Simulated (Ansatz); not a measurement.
FHPb (SMILES [F][PbH]) moved off its minimum; all values from Ansatz (a quantum-chemistry and plane-wave program), cores frozen in correlated methods. Elements past Kr take the def2 small-core potentials, without spin–orbit coupling.
(charge 0, multiplicity 1)
```xyz
3

Pb    -0.0549    -0.1320     0.1648
H     -1.0329    -1.0528    -1.1173
F      0.7250     1.2076    -1.2176
```

Forces at PBE/def2-TZVPP (eV/Å):

```tsv
atom	Fx	Fy	Fz
Pb1	0.099	0.087	0.157
H2	-0.114	-0.109	-0.141
F3	0.015	0.023	-0.016
```

Question: Give the forces (eV/Å), the total energy and the dipole at CCSD(T)/def2-TZVPPD.

Answer: 
```csv
atom,Fx,Fy,Fz
Pb1,0.117,0.142,0.024
H2,-0.064,-0.057,-0.099
F3,-0.052,-0.085,0.075
```
Energy -292.2710 hartree, dipole 3.93 D.
